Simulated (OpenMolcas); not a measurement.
## Cd⁺: CASPT2 settings compared

| Property | Result |
| --- | --- |
| Program | OpenMolcas 26.06 |
| Basis | ANO-RCC-VQZP [8s7p5d3f2g1h] |
| Scalar Hamiltonian | DKH4, point nucleus |
| Active space | 1 electron in 4 orbitals (5s 5p) |
| State averaging | 2S+1 = 2 even, 1 root; 2S+1 = 2 odd, 3 roots |
| Spin-orbit coupling | state interaction with AMFI integrals over the reference wave functions, term energies averaged over their components |

Methods on the same reference wave functions:
A. CASSCF
B. SS-CASPT2, IPEA 0.1 Eh, imaginary shift 0.25 Eh (closed shells correlated: 4d)
C. XMS-CASPT2, IPEA 0.1 Eh, sigma2 regulariser 0.25 Eh (closed shells correlated: 4s 4p 4d)
D. XMS-CASPT2, IPEA 0.6 Eh, no level shift (closed shells correlated: 4s 4p 4d)

Energies in cm-1 above 5s 2S 1/2, the measured ground level; measured values from NIST Handbook of Basic Atomic Spectroscopic Data.

```tsv
Level	A	B	C	D	Measured
5s 2S 1/2	0.0	0.0	0.0	0.0	0.0
5p 2P* 1/2	40626	45101	45536	45025	44136
5p 2P* 3/2	42511	46985	47420	46909	46619
```

Deviations, from unrounded energies. A percentage is the sum of absolute deviations over the sum of measured energies, with the sign that they share, or ± where signs differ.

| Against measurement | Levels | A | B | C | D |
| --- | --- | --- | --- | --- | --- |
| mean absolute deviation (cm-1) | 2 | 3800 | 670 | 1100 | 590 |
| other configurations (%) | 2 | -8.4 | +1.5 | +2.4 | +1.3 |

D lies closest to measurement on these levels and A furthest from it. The largest miss of D in the table is 5p 2P* 1/2, by +890 cm-1. The ranking rests on the paired levels alone, and a cruder setting can come out closer through cancelling errors.

Among B to D the level of the table that moves most is 5p 2P* 1/2, by 510 cm-1 (lowest in D, highest in C).

The lowest spin-free term lies below A's lowest term by 0.346 hartree in B, 0.621 hartree in C, 0.617 hartree in D.

With one active electron the reference holds no correlation, so core polarisation is missing (holds for A). With one active electron, CASPT2 adds the correlation within the correlated inactive shells and between them and that electron, and leaves the splitting within a term as the reference gives it (holds for B; C; D). Computed and measured levels are paired by configuration, term and J; levels that our copy of the source lacks, or whose pairing is in doubt (as where it misses far off the trend of its configuration), stay unpaired and out of the deviations. Levels of configurations outside the active space are missing.

* marks odd parity.
